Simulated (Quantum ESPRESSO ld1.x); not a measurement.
All-electron atom: Sm+ in [Xe] 4f6 6s1. All-electron calculation, scalar-relativistic Kohn-Sham, LDA (Slater exchange, Perdew-Wang correlation), spin-polarised, spherical densities, point nucleus, Perdew-Zunger self-interaction correction; open shells are filled with parallel spins first. Program: ld1.x of Quantum ESPRESSO 7.5.

X-ray form factor f0, the Fourier transform of the density (f0(0) = 61):

sin(theta)/lambda (1/angstrom)  f0 (electrons)
0.05                                    59.991
0.1                                     57.460
0.15                                    54.230
0.2                                     50.788
0.25                                    47.374
0.3                                     44.147
0.4                                     38.539
0.5                                     33.992
0.6                                     30.211
0.8                                     24.293
1                                       20.218
1.25                                    16.987
1.5                                     14.757
2                                       11.027
